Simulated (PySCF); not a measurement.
Chain-length series, n-germane amino/formyl (end groups after the name). Isolated molecules, 0 K electronic values unless said otherwise. One relaxed conformer stands for each flexible species; it need not be the lowest. Strings in code marks are SMILES.

These are B3LYP-D3(BJ)/def2-TZVP // PBE0-D4/def2-SVP in PySCF values and carry that method's errors. B3LYP has the VWN-RPA correlation part, as in Gaussian. Excitations are Tamm–Dancoff values on a coarser integration grid. The basis has no diffuse functions, so Rydberg states are missing or too high.

```csv
species,brightest of the four lowest singlets (TDA) (eV),HOMO (eV),S1 excitation (TDA) (eV),S1 oscillator strength
n = 3 (`O=[CH][GeH2][GeH2][GeH2][NH2]`),5.70,-6.67,3.33,?
n = 4 (`[NH2][GeH2][GeH2][GeH2][GeH2][CH]=O`),?,?,3.29,0.043
n = 5 (`[NH2][GeH2][GeH2][GeH2][GeH2][GeH2][CH]=O`),5.09,?,3.29,0.056
n = 6 (`[NH2][GeH2][GeH2][GeH2][GeH2][GeH2][GeH2][CH]=O`),4.99,-6.45,3.29,0.068
```

Complete the blanks.


- n = 3 (`O=[CH][GeH2][GeH2][GeH2][NH2]`), S1 oscillator strength: 0.018
- n = 4 (`[NH2][GeH2][GeH2][GeH2][GeH2][CH]=O`), brightest of the four lowest singlets (TDA) (eV): 4.53
- n = 4 (`[NH2][GeH2][GeH2][GeH2][GeH2][CH]=O`), HOMO (eV): -6.48
- n = 5 (`[NH2][GeH2][GeH2][GeH2][GeH2][GeH2][CH]=O`), HOMO (eV): -6.46
